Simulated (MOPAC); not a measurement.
Input for MOPAC: PM3 on FH4NSi (SMILES N[SiH2]F), a point of a torsion scan.

```
PM3 1SCF PRECISE CHARGE=0 THREADS=1
FH4NSi

N      1.06498378 1     0.02205865 1     0.05237221 1
Si    -0.64333848 1     0.13531203 1     0.06061716 1
F     -1.06612180 1    -0.70714808 1     1.36254502 1
H      1.51147897 1    -0.79425509 1     0.43637534 1
H      1.60874171 1     0.41480527 1    -0.69499098 1
H     -1.36282422 1    -0.51906947 1    -1.02782916 1
H     -1.02468316 1     1.51851144 1     0.28694026 1
```

Program output:

```
*******************************************************************************
 **                                                                           **
 **                              MOPAC v23.2.5                                **
 **                                                                           **
 *******************************************************************************
 ** MOPAC's Digital Object Identifier: https://doi.org/10.5281/zenodo.6511958 **
 **                                                                           **
 ** Please cite the open-source release paper for use of this MOPAC version:  **
 ** J. E. Moussa and J. J. P. Stewart (2026)                                  **
 ** MOPAC: An open-source semiempirical molecular orbital program             **
 ** J. Open Source Softw., 11(119), 8025, https://doi.org/10.21105/joss.08025 **
 *******************************************************************************

                              PM3 CALCULATION RESULTS

 *******************************************************************************
 *  PM3        - The PM3 Hamiltonian to be used
 *
 *
 *
 *                 CHARGE ON SYSTEM = 0
 *
 *
 *
 *  PRECISE    - TIGHTER CRITERIA TO BE USED
 *  1SCF       - DO 1 SCF AND THEN STOP
 *  THREADS=1  - MULTI-THREADING NOT USED
 *  T=         - A TIME OF 172800.0 SECONDS REQUESTED
 *  DUMP=N     - RESTART FILE WRITTEN EVERY 7200.0 SECONDS REQUESTED
 *******************************************************************************
PM3 1SCF PRECISE CHARGE=0 THREADS=1
 FH4NSi

   ATOM   CHEMICAL          X               Y               Z
  NUMBER   SYMBOL      (ANGSTROMS)     (ANGSTROMS)     (ANGSTROMS)

     1       N          1.06498378  *   0.02205865  *   0.05237221  *
     2      Si         -0.64333848  *   0.13531203  *   0.06061716  *
     3       F         -1.06612180  *  -0.70714808  *   1.36254502  *
     4       H          1.51147897  *  -0.79425509  *   0.43637534  *
     5       H          1.60874171  *   0.41480527  *  -0.69499098  *
     6       H         -1.36282422  *  -0.51906947  *  -1.02782916  *
     7       H         -1.02468316  *   1.51851144  *   0.28694026  *



          CARTESIAN COORDINATES

    NO.       ATOM           X           Y           Z

     1         N          1.0650      0.0221      0.0524
     2        Si         -0.6433      0.1353      0.0606
     3         F         -1.0661     -0.7071      1.3625
     4         H          1.5115     -0.7943      0.4364
     5         H          1.6087      0.4148     -0.6950
     6         H         -1.3628     -0.5191     -1.0278
     7         H         -1.0247      1.5185      0.2869

  H: (PM3): J. J. P. STEWART, J. COMP. CHEM. 10, 209 (1989).
  N: (PM3): J. J. P. STEWART, J. COMP. CHEM. 10, 209 (1989).
  F: (PM3): J. J. P. STEWART, J. COMP. CHEM. 10, 209 (1989).
 Si: (PM3): J. J. P. STEWART, J. COMP. CHEM. 10, 209 (1989).

           Empirical Formula: H4 N Si F  =     7 atoms



      MOLECULAR POINT GROUP   :   C1


      RHF CALCULATION, NO. OF DOUBLY OCCUPIED LEVELS = 10


 -------------------------------------------------------------------------------
 PM3 1SCF PRECISE CHARGE=0 THREADS=1
 FH4NSi



     1SCF WAS SPECIFIED, SO BFGS WAS NOT USED
     SCF FIELD WAS ACHIEVED


                              PM3 CALCULATION
                                                       MOPAC v23.2.5 Linux




          FINAL HEAT OF FORMATION =        -93.46908 KCAL/MOL =    -391.07464 KJ/MOL


          COSMO AREA              =         95.49 SQUARE ANGSTROMS
          COSMO VOLUME            =         81.71 CUBIC ANGSTROMS

          IONIZATION POTENTIAL    =          8.745753 EV
          HOMO LUMO ENERGIES (EV) =         -8.746  0.677
          NO. OF FILLED LEVELS    =         10
          MOLECULAR WEIGHT        =         65.1222         POINT GROUP:  C1

          MOLECULAR DIMENSIONS (Angstroms)

            Atom       Atom       Distance
            H     5    F     3     3.55628
            H     4    H     7     3.25761
            H     4    H     6     2.14711


          SCF CALCULATIONS        =          1





   ATOM   CHEMICAL          X               Y               Z
  NUMBER   SYMBOL      (ANGSTROMS)     (ANGSTROMS)     (ANGSTROMS)

     1       N          1.06498378  *   0.02205865  *   0.05237221  *
     2      Si         -0.64333848  *   0.13531203  *   0.06061716  *
     3       F         -1.06612180  *  -0.70714808  *   1.36254502  *
     4       H          1.51147897  *  -0.79425509  *   0.43637534  *
     5       H          1.60874171  *   0.41480527  *  -0.69499098  *
     6       H         -1.36282422  *  -0.51906947  *  -1.02782916  *
     7       H         -1.02468316  *   1.51851144  *   0.28694026  *

                             CARTESIAN COORDINATES

   1    N        1.064983780     0.022058650     0.052372210
   2   Si       -0.643338480     0.135312030     0.060617160
   3    F       -1.066121800    -0.707148080     1.362545020
   4    H        1.511478970    -0.794255090     0.436375340
   5    H        1.608741710     0.414805270    -0.694990980
   6    H       -1.362824220    -0.519069470    -1.027829160
   7    H       -1.024683160     1.518511440     0.286940260


           Empirical Formula: H4 N Si F  =     7 atoms



      MOLECULAR POINT GROUP   :   C1


                  EIGENVALUES
 -28.12027 -21.07421 -16.70178 -16.30257 -16.07807 -15.12185 -13.68102 -12.30514
 -11.52441  -8.74575   0.67651   1.42404   1.96936   2.55864   4.78657   5.82667


              NET ATOMIC CHARGES AND DIPOLE CONTRIBUTIONS

  ATOM NO.   TYPE          CHARGE      No. of ELECS.   s-Pop       p-Pop
    1          N          -0.246495        5.2465     1.38008     3.86642
    2         Si           0.757007        3.2430     0.93242     2.31058
    3          F          -0.288012        7.2880     1.59342     5.69459
    4          H           0.049504        0.9505     0.95050
    5          H           0.046608        0.9534     0.95339
    6          H          -0.177361        1.1774     1.17736
    7          H          -0.141251        1.1413     1.14125
 DIPOLE           X         Y         Z       TOTAL
 POINT-CHG.     0.450     0.760    -1.097     1.409
 HYBRID         0.275    -0.612    -0.556     0.871
 SUM            0.725     0.149    -1.654     1.812


          ATOMIC ORBITAL ELECTRON POPULATIONS

     Atom    s        px        py        pz
    1  N   1.38008   1.07385   1.36348   1.42909
    2 Si   0.93242   0.74555   0.81889   0.74613
    3  F   1.59342   1.94857   1.91157   1.83445
    4  H   0.95050
    5  H   0.95339
    6  H   1.17736
    7  H   1.14125

 **********************
 *                    *
 * JOB ENDED NORMALLY *
 *                    *
 **********************




 == MOPAC DONE ==
```

The run finished.

Cost: about 0.020 core-seconds (a rough figure).
